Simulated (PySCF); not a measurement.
CH₆MoN₂O, SMILES [Mo](=[NH])([CH3])([OH])=[NH], multiplicity 1. Geometry: PBE-D3(BJ)/def2-SVP. The multiplicity is an assumed one; no other spin state was optimised. The structure was generated by enumeration; whether it is a known compound was not checked. The def2 effective core potentials stand for the cores of Mo; spin–orbit coupling is left out. One conformer was computed; it need not be the lowest.

All values below come from PBE-D3(BJ)/def2-SVP (PySCF).

Harmonic wavenumbers (cm⁻¹): 168, 170, 208, 213, 225, 252, 302, 384, 519, 554, 590, 610, 637, 703, 721, 725, 963, 984, 1139, 1352, 1361, 2961, 3068, 3086, 3494, 3521, 3745. Rotational constants (GHz): 3.460, 3.092, 2.942; symmetry number 1.

### Question
Work out the zero-point energy and the ideal-gas rigid-rotor harmonic-oscillator thermochemistry at 298.15 K and 1 atm.

### Answer
ZPE = ½ Σ hcν = ½ × 32656 cm⁻¹ = 195.33 kJ/mol. H − E(el) = 219.31 kJ/mol. Entropy in J/(mol K): translation 171.89, rotation 111.82, vibration 78.03, total 361.73. G − E(el) = 111.46 kJ/mol. Cp = 130.35 J/(mol K).
